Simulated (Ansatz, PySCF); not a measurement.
System: IBr (charge 0, singlet). SMILES: BrI
Geometry: optimised at B3LYP-D3(BJ)/def2-TZVP (Ansatz, a quantum-chemistry and plane-wave program).

Quantity: atomisation energy, in kcal/mol. Conventions: UHF or UKS for open shells; no spin-orbit coupling; LANL2DZ with its own core potentials from Na on; STO-3G and 3-21G all-electron and non-relativistic; def2 sets with scalar-relativistic core potentials past Kr; atomisation electronic, to ground-state atoms; valence correlation only (noble-gas shells and the d and f shells of earlier blocks). Ab initio and DFT rows: single points at B3LYP-D3(BJ) geometries (Ansatz).

| level | program | atomisation energy (kcal/mol) |
|---|---|---|
| HF/STO-3G | Ansatz | 33.6 |
| HF/LANL2DZ | Ansatz | -4.3 |
| SVWN5/LANL2DZ | Ansatz | 45.2 |
| PBE/STO-3G | Ansatz | 66.9 |
| PBE/3-21G | Ansatz | 39.6 |
| PBE/LANL2DZ | Ansatz | 34.3 |
| BLYP/LANL2DZ | Ansatz | 28.5 |
| BP86/LANL2DZ | PySCF | 33.0 |
| B3LYP/3-21G | Ansatz | 32.2 |
| PBE0/LANL2DZ | Ansatz | 28.9 |
| MP2/STO-3G | Ansatz | 42.8 |
| MP2/3-21G | Ansatz | 17.8 |
| MP2/LANL2DZ | Ansatz | 12.2 |
| B3LYP/def2-TZVPD | Ansatz | 47.4 |
| B2PLYP-D3(BJ)/def2-TZVPD | Ansatz + dftd3 | 48.1 |

No value to compare with is used here. The 13 habitual levels span -4.3 (HF/LANL2DZ) to 66.9 kcal/mol (PBE/STO-3G); B3LYP/def2-TZVPD gives 47.4.

The levels are drawn from those run, B3LYP/6-31G* more often than the rest, none by its result; runs whose electronic state is in doubt are left out.
